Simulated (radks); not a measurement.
Task: Yb4+, configuration [Kr] 4d10 4f12 5p6 6p2 (not the ground configuration). All-electron calculation, Dirac Kohn-Sham, PBE, spin-unpolarised, spherical densities, point nucleus; open shells are shared between the two j in proportion to 2j + 1. Program: a radial shooting solver on a logarithmic mesh with Libxc functionals. Some entries of the table are withheld. Estimate them.

| orbital | occ. | eigenvalue (hartree) | <r^2> (bohr^2) | <1/r> (bohr^-1) |
|---|---|---|---|---|
| 1s1/2 | 2 | -2250.672 | 0.0005298 | 80.68 |
| 2s1/2 | 2 | -383.3817 | 0.008150 | 19.47 |
| 2p1/2 | 2 | -365.7581 | 0.005860 | 19.44 |
| 2p3/2 | 4 | -327.2785 | 0.007072 | 16.69 |
| 3s1/2 | 2 | -88.57463 | 0.05359 | 7.136 |
| 3p1/2 | 2 | -80.80798 | 0.04945 | 7.051 |
| 3p3/2 | 4 | -72.64102 | 0.05620 | 6.345 |
| 3d3/2 | 4 | -59.44159 | 0.04402 | 6.233 |
| 3d5/2 | 6 | -57.65776 | 0.04588 | 6.062 |
| 4s1/2 | 2 | -19.64335 | 0.2680 | 2.990 |
| 4p1/2 | 2 | -16.49912 | 0.2786 | 2.881 |
| 4p3/2 | 4 | -14.64129 | 0.3153 | 2.637 |
| 4d3/2 | 4 | (1) | 0.3505 | 2.420 |
| 4d5/2 | 6 | (2) | 0.3646 | 2.360 |
| 5p1/2 | 2 | -3.42351 | 1.714 | 1.075 |
| 5p3/2 | 4 | -3.12735 | 1.939 | 0.9975 |
| 4f5/2 | 5.14286 | -2.78537 | (3) | 1.884 |
| 4f7/2 | 6.85714 | -2.72975 | (4) | 1.860 |
| 6p1/2 | 0.666667 | -1.22678 | 8.660 | 0.4632 |
| 6p3/2 | 1.33333 | -1.16429 | 9.479 | 0.4407 |

Result: 
(1) 4d3/2 eigenvalue (hartree): -9.46893
(2) 4d5/2 eigenvalue (hartree): -9.12837
(3) 4f5/2 <r^2> (bohr^2): 0.5670
(4) 4f7/2 <r^2> (bohr^2): 0.5824
